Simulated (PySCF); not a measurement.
Si(H)(NHSiH3)3 (H13N3Si4), SMILES [SiH3]N[SiH](N[SiH3])N[SiH3].

Geometry: PBE0-D3(BJ)/def2-SVP. Other conformers were not sampled.

All values below come from M06-2X/def2-SVP (PySCF).

Isolated molecule, no solvent.

Computed frontier levels, gap, dipole moment and polarisability:
```yaml
highest_occupied_level: -8.52 eV
lowest_empty_level: 1.32 eV
orbital_gap: 9.84 eV
dipole_moment: 1.17 D
quadrupole, principal values (traceless, Buckingham form, about the centre of nuclear charge): -6.34, 1.11, 5.23 D·Å
mean_static_polarisability: 110.0 bohr³ (16.30 Å³)
polarisability_principal_values: 95.9, 110.3, 123.7 bohr³
```
